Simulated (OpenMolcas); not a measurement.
An OpenMolcas run meant for Pm3+ (ANO-R1, X2C; inactive shells 1s 2s 2p 3s 3p 3d 4s 4p 4d 5s 5p; intended active space 4 electrons in 7 orbitals (4f)). One step of its input:

```
&CASPT2
Multistate=30 1 2 3 4 5 6 7 8 9 10 11 12 13 14 15 16 17 18 19 20 21 22
23 24 25 26 27 28 29 30
Frozen=14 9
IPEA=2.0
Imaginary=0.1
MaxIter=60
WThr=0.0 0.3 0.05
PrWF=0.5
NoMix
```

The run finished. Its levels beside those of a sound run (SS-CASPT2, IPEA 0.25 Eh, imaginary shift 0.1 Eh (closed shells correlated: 5s 5p)), in cm-1 above each run's lowest level:

```json
{"Level": "4f4 5I4", "This run": "0.0", "Usual run": "0.0"}
{"Level": "4f4 5I5", "This run": "1600", "Usual run": "1609"}
{"Level": "4f4 5I6", "This run": "3381", "Usual run": "3395"}
{"Level": "4f4 5I7", "This run": "5274", "Usual run": "5286"}
{"Level": "4f4 5I8", "This run": "7215", "Usual run": "7213"}
{"Level": "4f4 5F1", "This run": "16760", "Usual run": "16063"}
{"Level": "4f4 5F2", "This run": "17316", "Usual run": "16619"}
{"Level": "4f4 5F3", "This run": "18150", "Usual run": "17453"}
{"Level": "4f4 5S2", "This run": "19075", "Usual run": "18322"}
{"Level": "4f4 5F4", "This run": "19262", "Usual run": "18565"}
{"Level": "4f4 3K6", "This run": "20201", "Usual run": "19436"}
```

Task: Which setting is unsound, and how much does it matter here?

Result: The IPEA shift is far above its usual 0.25 hartree. Against the sound run the excited levels shown move by 430 cm-1 on average and by 760 cm-1 at most.

CASPT2 breaks the degeneracy within a term, and the mean is taken; among the terms shown or strongly mixed into the levels shown the widest spread is 320 cm-1 (4f4 5I, the sound run). High states are left out of the spin-orbit mixing, which shifts the levels that they would mix with. The CASPT2 spread within a term exceeds the gap to the next term for 4f4 5F and 4f4 5S, so the order of their levels is uncertain, and so are names and mixing where such terms share a J. The basis is small and was not contracted for so high a charge. Only configurations of the active space appear.
